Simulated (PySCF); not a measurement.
## How methods differ on the excitation energy of Tc²⁺

Tc²⁺ [Kr] 4d5 (6S) → Tc²⁺ [Kr] 4d4 5s1 (6D), as a difference of total energies. All numbers are calculated (PySCF 2.14, a scalar-relativistic core potential, in def2-QZVPPD with the def2 core potential (28 electrons) (7s5p4d4f2g, 88 functions)). Correlated levels: valence and next inner shell: nothing frozen outside the core potential. The calculations carry no spin-orbit coupling.

```json
{"method": "UHF", "excitation energy (cm⁻¹)": "45992"}
{"method": "MP2 (valence and next inner shell)", "excitation energy (cm⁻¹)": "45846"}
{"method": "SCS-MP2 (valence and next inner shell)", "excitation energy (cm⁻¹)": "45675"}
{"method": "CCSD (valence and next inner shell)", "excitation energy (cm⁻¹)": "45456"}
{"method": "CCSD(T) (valence and next inner shell)", "excitation energy (cm⁻¹)": "45325"}
```
